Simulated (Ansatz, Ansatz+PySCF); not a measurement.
| atom | x (Å) | y (Å) | z (Å) |
| --- | --- | --- | --- |
| B | 0.0000 | 0.4874 | -0.8442 |
| B | 0.0000 | -0.9748 | 0.0000 |
| B | 0.0000 | 0.4874 | 0.8442 |

Basis set: def2-SVP (spherical functions). Frozen core: 3 orbitals. Correlation on ROHF uses semicanonical orbitals with singles. Charge 0, multiplicity 2.

Computed with Ansatz (development build ahead of 0.2.0); each method stands on the lowest determinant of its kind that the runs found.

The atomization energy at this shape (free ground-state atoms in the same class of orbitals less the molecule, no zero-point energy) of doublet B₃:

```json
{"method": "ROHF-MP2", "atomization energy": "821.1 kJ/mol"}
{"method": "UHF-MP2", "atomization energy": "679.5 kJ/mol"}
{"method": "ROHF-CCSD(T)", "atomization energy": "776.5 kJ/mol"}
{"method": "ROHF", "atomization energy": "453.9 kJ/mol"}
```

(1) What does UHF give?

## Answers

(1) 535.3 kJ/mol. Caution for ROHF-MP2, ROHF-CCSD(T), ROHF: an unrestricted determinant lies well below; the determinant may break the point group. Caution for UHF-MP2, UHF: the unrestricted determinant is a mixture of spin states.
